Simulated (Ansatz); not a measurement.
C$_{4}$H$_{6}$BF, SMILES `C/C=C1\CB1F` at its PBE0-D4/def2-TZVP geometry, where that method's forces vanish. Charge 0, multiplicity 1.

```json
{"atom": "C1", "x (Å)": "-1.0034", "y (Å)": "-0.6871", "z (Å)": "1.3969"}
{"atom": "C2", "x (Å)": "-0.4067", "y (Å)": "-0.9911", "z (Å)": "0.0708"}
{"atom": "C3", "x (Å)": "0.3024", "y (Å)": "-0.1411", "z (Å)": "-0.6620"}
{"atom": "C4", "x (Å)": "0.7934", "y (Å)": "1.3171", "z (Å)": "-0.5657"}
{"atom": "B5", "x (Å)": "1.1028", "y (Å)": "0.4193", "z (Å)": "-1.7694"}
{"atom": "F6", "x (Å)": "1.6828", "y (Å)": "0.2977", "z (Å)": "-2.9392"}
{"atom": "H7", "x (Å)": "-2.0895", "y (Å)": "-0.8257", "z (Å)": "1.3727"}
{"atom": "H8", "x (Å)": "-0.7859", "y (Å)": "0.3354", "z (Å)": "1.7067"}
{"atom": "H9", "x (Å)": "-0.6233", "y (Å)": "-1.3758", "z (Å)": "2.1589"}
{"atom": "H10", "x (Å)": "-0.5713", "y (Å)": "-1.9945", "z (Å)": "-0.3203"}
{"atom": "H11", "x (Å)": "1.5579", "y (Å)": "1.5408", "z (Å)": "0.1806"}
{"atom": "H12", "x (Å)": "0.0408", "y (Å)": "2.1051", "z (Å)": "-0.6300"}
```

Q: For each bond, give half the difference of the two atoms' forces along it (eV/Å; positive pushes the atoms apart) under PBE-D4, r2SCAN-D4, B3LYP-D4, ωB97M-V in def2-TZVPP. (Best estimate.)

A: Ansatz gave: 
```json
{"bond": "C1–C2", "length (Å)": "1.486", "PBE-D4": "-0.15", "r2SCAN-D4": "0.00", "B3LYP-D4": "0.19", "ωB97M-V": "0.32"}
{"bond": "C1–H7", "length (Å)": "1.095", "PBE-D4": "0.12", "r2SCAN-D4": "-0.02", "B3LYP-D4": "-0.06", "ωB97M-V": "-0.11"}
{"bond": "C1–H8", "length (Å)": "1.090", "PBE-D4": "0.12", "r2SCAN-D4": "-0.03", "B3LYP-D4": "-0.06", "ωB97M-V": "-0.08"}
{"bond": "C1–H9", "length (Å)": "1.095", "PBE-D4": "0.12", "r2SCAN-D4": "-0.02", "B3LYP-D4": "-0.06", "ωB97M-V": "-0.11"}
{"bond": "C2–C3", "length (Å)": "1.328", "PBE-D4": "0.36", "r2SCAN-D4": "0.18", "B3LYP-D4": "-0.02", "ωB97M-V": "-0.30"}
{"bond": "C2–H10", "length (Å)": "1.089", "PBE-D4": "0.05", "r2SCAN-D4": "-0.05", "B3LYP-D4": "-0.12", "ωB97M-V": "-0.11"}
{"bond": "C3–C4", "length (Å)": "1.542", "PBE-D4": "-0.01", "r2SCAN-D4": "0.08", "B3LYP-D4": "0.18", "ωB97M-V": "0.34"}
{"bond": "C3–B5", "length (Å)": "1.477", "PBE-D4": "-0.33", "r2SCAN-D4": "-0.23", "B3LYP-D4": "-0.12", "ωB97M-V": "0.15"}
{"bond": "C4–B5", "length (Å)": "1.533", "PBE-D4": "-0.10", "r2SCAN-D4": "-0.06", "B3LYP-D4": "0.01", "ωB97M-V": "0.13"}
{"bond": "C4–H11", "length (Å)": "1.092", "PBE-D4": "0.09", "r2SCAN-D4": "-0.03", "B3LYP-D4": "-0.09", "ωB97M-V": "-0.15"}
{"bond": "C4–H12", "length (Å)": "1.092", "PBE-D4": "0.09", "r2SCAN-D4": "-0.03", "B3LYP-D4": "-0.09", "ωB97M-V": "-0.15"}
{"bond": "B5–F6", "length (Å)": "1.311", "PBE-D4": "0.48", "r2SCAN-D4": "0.22", "B3LYP-D4": "0.22", "ωB97M-V": "0.12"}
```

B3LYP here is the variant with VWN-RPA as its local correlation; programs differ in this.
